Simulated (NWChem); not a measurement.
System: C$_{2}$H$_{8}$OSi; SMILES CC[SiH2]O

Input file for NWChem:

```
start job
memory heap 200 mb stack 900 mb global 1100 mb
geometry units angstroms noautoz
  Si     0.496620    -0.761697     0.127172
  O     -0.917164    -1.553325    -0.291299
  C      0.524579     1.044465    -0.420761
  C     -0.581421     1.917538     0.199531
  H      1.575586    -1.523481    -0.551443
  H      0.711161    -0.808804     1.607192
  H     -1.717176    -1.279113     0.177144
  H      0.460923     1.079813    -1.516851
  H      1.513134     1.453117    -0.162688
  H     -0.516504     1.929671     1.294471
  H     -0.518397     2.956723    -0.144227
  H     -1.579093     1.548582    -0.069175
end
basis spherical
  Si library def2-svp
  O library def2-svp
  C library def2-svp
  H library def2-svp
end
dft
  xc b3lyp
  grid coarse
  iterations 150
  mulliken
end
task dft gradient
```

Parts of the log:

```
             Northwest Computational Chemistry Package (NWChem) 7.3.0
             --------------------------------------------------------

 C1  symmetry detected

                             Geometry "geometry" -> ""
                             -------------------------

 Output coordinates in angstroms (scale by  1.889725989 to convert to a.u.)

  No.       Tag          Charge          X              Y              Z
 ---- ---------------- ---------- -------------- -------------- --------------
    1 Si                  14.0000     0.53561985    -0.74629919     0.16765464
    2 O                    8.0000    -0.86481176    -1.58070538    -0.21067815
    3 C                    6.0000     0.51313679     1.04598618    -0.42432602
    4 C                    6.0000    -0.60434042     1.90806811     0.19074637
    5 H                    1.0000     1.62261958    -1.49922166    -0.50802291
    6 H                    1.0000     0.77206289    -0.75194364     1.64507433
    7 H                    1.0000    -1.66439860    -1.31375182     0.26265781
    8 H                    1.0000     0.43321334     1.05284526    -1.51989895
    9 H                    1.0000     1.49529395     1.48378284    -0.19078689
   10 H                    1.0000    -0.52429531     1.94866381     1.28399831
   11 H                    1.0000    -0.57075822     2.93966068    -0.17903202
   12 H                    1.0000    -1.59669964     1.50947050    -0.05425160

 Effective nuclear repulsion energy (a.u.)     174.6130980685

                                 NWChem DFT Module
                                 -----------------

 Summary of "ao basis" -> "ao basis" (spherical)
 ------------------------------------------------------------------------------
       Tag                 Description            Shells   Functions and Types
 ---------------- ------------------------------  ------  ---------------------
 Si                         def2-svp                 8       18   4s3p1d
 O                          def2-svp                 6       14   3s2p1d
 C                          def2-svp                 6       14   3s2p1d
 H                          def2-svp                 3        5   2s1p

            General Information
            -------------------
          SCF calculation type: DFT
          Wavefunction type:  closed shell.
          No. of atoms     :    12
          No. of electrons :    42
           Alpha electrons :    21
            Beta electrons :    21
          Charge           :     0
          Spin multiplicity:     1
          Use of symmetry is: off; symmetry adaption is: off
          Maximum number of iterations: 150
          AO basis - number of functions:   100
                     number of shells:    50
          Convergence on energy requested:  1.00D-06
          Convergence on density requested:  1.00D-05
          Convergence on gradient requested:  5.00D-04

              XC Information
              --------------
                         B3LYP Method XC Potential
                     Hartree-Fock (Exact) Exchange  0.200
                        Slater Exchange Functional  0.800 local
                    Becke 1988 Exchange Functional  0.720 non-local
              Lee-Yang-Parr Correlation Functional  0.810
                  VWN I RPA Correlation Functional  0.190 local

             Grid Information
             ----------------
          Grid used for XC integration:  coarse
          Radial quadrature: Mura-Knowles
          Angular quadrature: Lebedev.
          Tag              B.-S. Rad. Rad. Pts. Rad. Cut. Ang. Pts.
          ---              ---------- --------- --------- ---------
          Si                  1.10       70          10.0       302
          O                   0.60       35          11.0       302
          C                   0.70       35          11.0       302
          H                   0.35       35          12.0       302
          Grid pruning is: on
          Number of quadrature shells:   455
          Spatial weights used:  Erf1

      Superposition of Atomic Density Guess
      -------------------------------------

 Sum of atomic energies:        -442.67355132

      Non-variational initial energy
      ------------------------------

 Total energy =    -444.748421
 1-e energy   =    -954.707645
 2-e energy   =     335.346126
 HOMO         =      -0.343073
 LUMO         =       0.048593

     ---------------------------------------------
      Total Density - Mulliken Population Analysis
     ---------------------------------------------

    Atom       Charge   Shell Charges
 -----------   ------   -------------------------------------------------------
    1 Si  14    13.15   2.00  1.99  0.96  0.22  5.93  1.02  0.80  0.23
    2 O    8     8.79   1.99  1.10  0.64  3.09  1.95  0.00
    3 C    6     6.52   1.99  0.97  0.28  2.06  1.20  0.02
    4 C    6     6.25   1.99  0.95  0.20  2.04  1.05  0.03
    5 H    1     1.10   0.71  0.38  0.01
    6 H    1     1.10   0.71  0.38  0.01
    7 H    1     0.65   0.52  0.07  0.06
    8 H    1     0.88   0.67  0.18  0.03
    9 H    1     0.87   0.66  0.18  0.03
   10 H    1     0.90   0.67  0.20  0.03
   11 H    1     0.90   0.68  0.20  0.03
   12 H    1     0.90   0.68  0.20  0.03

   convergence    iter        energy       DeltaE   RMS-Dens  Diis-err
 ---------------- ----- ----------------- --------- --------- ---------
 d= 0,ls=0.0,diis     1   -445.5360900174 -6.20D+02  1.16D-02  5.42D-01
 d= 0,ls=0.0,diis     2   -445.5165979728  1.95D-02  6.90D-03  8.42D-01
 d= 0,ls=0.0,diis     3   -445.5949745067 -7.84D-02  1.23D-03  3.94D-02
 d= 0,ls=0.0,diis     4   -445.5985028518 -3.53D-03  3.42D-04  1.32D-03
 d= 0,ls=0.0,diis     5   -445.5986458080 -1.43D-04  1.07D-04  2.10D-04
  Resetting Diis
 d= 0,ls=0.0,diis     6   -445.5986735497 -2.77D-05  1.96D-05  2.89D-06
 d= 0,ls=0.0,diis     7   -445.5986739272 -3.78D-07  8.54D-06  2.28D-07

         Total DFT energy =     -445.598673927250
      One electron energy =     -959.073968148772
           Coulomb energy =      382.267416590195
    Exchange-Corr. energy =      -43.405220437127
 Nuclear repulsion energy =      174.613098068455

 Numeric. integr. density =       42.000161213212

                       DFT Final Molecular Orbital Analysis
                       ------------------------------------

 Vector   19  Occ=2.000000D+00  E=-3.441750D-01
              MO Center= -2.8D-01, -2.3D-01, -1.1D-01, r^2= 4.0D+00
   Bfn.  Coefficient  Atom+Function         Bfn.  Coefficient  Atom+Function
  ----- ------------  ---------------      ----- ------------  ---------------
    23      0.306388   2 O  py               24     -0.262227   2 O  pz
    26      0.224360   2 O  py               76     -0.219770   8 H  s
    38      0.216697   3 C  pz               27     -0.191558   2 O  pz
    86     -0.162789  10 H  s                52     -0.161371   4 C  pz
    91      0.132683  11 H  s                77     -0.126111   8 H  s

 Vector   20  Occ=2.000000D+00  E=-3.143505D-01
              MO Center=  3.9D-01, -9.5D-01,  1.9D-01, r^2= 3.3D+00
   Bfn.  Coefficient  Atom+Function         Bfn.  Coefficient  Atom+Function
  ----- ------------  ---------------      ----- ------------  ---------------
    24      0.316077   2 O  pz               61      0.276764   5 H  s
    66     -0.271943   6 H  s                27      0.224392   2 O  pz
    62      0.223631   5 H  s                67     -0.204719   6 H  s
    10     -0.170015   1 Si pz                9     -0.152145   1 Si py
    37      0.129213   3 C  py               21     -0.119244   2 O  s

 Vector   21  Occ=2.000000D+00  E=-2.837128D-01
              MO Center=  6.0D-02, -1.2D-01, -4.2D-02, r^2= 3.6D+00
   Bfn.  Coefficient  Atom+Function         Bfn.  Coefficient  Atom+Function
  ----- ------------  ---------------      ----- ------------  ---------------
    37      0.325628   3 C  py               23      0.285781   2 O  py
    24     -0.233923   2 O  pz               26      0.220113   2 O  py
    40      0.213029   3 C  py               35     -0.199405   3 C  s
    27     -0.181738   2 O  pz                9     -0.177662   1 Si py
    66      0.173714   6 H  s                67      0.150770   6 H  s

 Vector   22  Occ=0.000000D+00  E= 2.212891D-02
              MO Center= -7.5D-01, -3.9D-01,  2.2D-01, r^2= 5.1D+00
   Bfn.  Coefficient  Atom+Function         Bfn.  Coefficient  Atom+Function
  ----- ------------  ---------------      ----- ------------  ---------------
    49      0.887891   4 C  s                21      0.741756   2 O  s
    72     -0.666480   7 H  s                11      0.642604   1 Si px
    97     -0.529493  12 H  s                92     -0.432638  11 H  s
    87     -0.278214  10 H  s                62     -0.227825   5 H  s
    53     -0.189725   4 C  px               82     -0.184356   9 H  s

[...]

                         DFT ENERGY GRADIENTS

    atom               coordinates                        gradient
                 x          y          z           x          y          z
   1 Si      1.012175  -1.410301   0.316821   -0.002957  -0.000223   0.000762
   2 O      -1.634257  -2.987100  -0.398124    0.004341  -0.001510  -0.001729
   3 C       0.969688   1.976627  -0.801860    0.004707   0.000152  -0.003668
   4 C      -1.142038   3.605726   0.360458   -0.004047   0.002740   0.002406
   5 H       3.066306  -2.833118  -0.960024   -0.000802   0.000016   0.000386
   6 H       1.458987  -1.420967   3.108740    0.000342   0.000083  -0.000909
   7 H      -3.145257  -2.482631   0.496351   -0.001781   0.001504   0.001642
   8 H       0.818655   1.989589  -2.872193    0.000046   0.000617   0.003984
   9 H       2.825696   2.803943  -0.360535   -0.003523  -0.000802  -0.000733
  10 H      -0.990774   3.682441   2.426405   -0.000012  -0.000370  -0.003997
  11 H      -1.078577   5.555153  -0.338321    0.000063  -0.003622   0.001140
  12 H      -3.017325   2.852486  -0.102521    0.003624   0.001415   0.000716
```

Level: B3LYP/def2-SVP. All runs use the structure optimised with B3LYP/6-31G* (spherical d).
